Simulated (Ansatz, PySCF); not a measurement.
CH7F2NSi2, SMILES F[Si](C)([SiH2]N)F. Atoms are numbered in the order given.

```xyz
13

C      1.9282    -0.8879     0.6003
Si     0.6632     0.3508     0.0505
F      1.3615     1.4167    -0.9634
F      0.1888     1.2125     1.3559
Si    -1.2868    -0.5488    -0.8353
N     -2.0528    -1.2187     0.5775
H      1.4532    -1.6294     1.2627
H      2.7496    -0.4002     1.1488
H      2.3528    -1.4214    -0.2649
H     -2.0579     0.4851    -1.5987
H     -0.9875    -1.6615    -1.7850
H     -2.8673    -1.8177     0.4847
H     -2.1449    -0.6189     1.3924
```

The structure is a stationary point at ωB97X-D3(BJ)/def2-SVP. The structure was generated by enumeration, and PubChem lists no compound with its InChIKey, so it may never have been made. One conformer was computed; it need not be the lowest.

Two levels are set side by side: PBE-D3(BJ)/def2-SVP (Ansatz, an electronic-structure program) and ωB97X-D3(BJ)/def2-SVP (PySCF). Each level has its own optimised geometry; the coordinates shown are those of the second. Frequencies come from the Hessian of PySCF at each geometry. Differences are taken from unrounded values.

| quantity | ωB97X-D3(BJ) |
|---|---|
| mean bond length (Å) | 1.459 |
| bond C1–Si2 (Å) | 1.854 |
| bond Si2–F3 (Å) | 1.628 |
| bond Si2–F4 (Å) | 1.635 |
| bond Si2–Si5 (Å) | 2.323 |
| bond Si5–N6 (Å) | 1.741 |
| bond C1–H7 (Å) | 1.102 |
| bond C1–H8 (Å) | 1.102 |
| bond C1–H9 (Å) | 1.102 |
| bond Si5–H10 (Å) | 1.499 |
| bond Si5–H11 (Å) | 1.493 |
| bond N6–H12 (Å) | 1.015 |
| bond N6–H13 (Å) | 1.016 |
| highest harmonic wavenumber (cm⁻¹) | 3698 |
| mean harmonic wavenumber (cm⁻¹) | 1162 |
| zero-point energy (kcal/mol) | 54.83 |

Task: What does PBE-D3(BJ) give, and how far is it from ωB97X-D3(BJ)? (Estimate from the structure and the level; the computed values follow.)

Result: 
```
quantity                            PBE-D3(BJ)  PBE-D3(BJ) minus ωB97X-D3(BJ)
----------------------------------  ----------  -----------------------------
mean bond length (Å)                     1.471                          0.012
bond C1–Si2 (Å)                          1.865                          0.011
bond Si2–F3 (Å)                          1.641                          0.013
bond Si2–F4 (Å)                          1.648                          0.013
bond Si2–Si5 (Å)                         2.346                          0.023
bond Si5–N6 (Å)                          1.756                          0.015
bond C1–H7 (Å)                           1.109                          0.007
bond C1–H8 (Å)                           1.109                          0.007
bond C1–H9 (Å)                           1.109                          0.007
bond Si5–H10 (Å)                         1.515                          0.017
bond Si5–H11 (Å)                         1.506                          0.013
bond N6–H12 (Å)                          1.025                          0.009
bond N6–H13 (Å)                          1.025                          0.009
highest harmonic wavenumber (cm⁻¹)        3559                           -139
mean harmonic wavenumber (cm⁻¹)           1117                            -45
zero-point energy (kcal/mol)             52.70                          -2.13
```

Exact exchange shortens and stiffens bonds; PBE has none. Differences between two approximate levels are no errors against the true value.
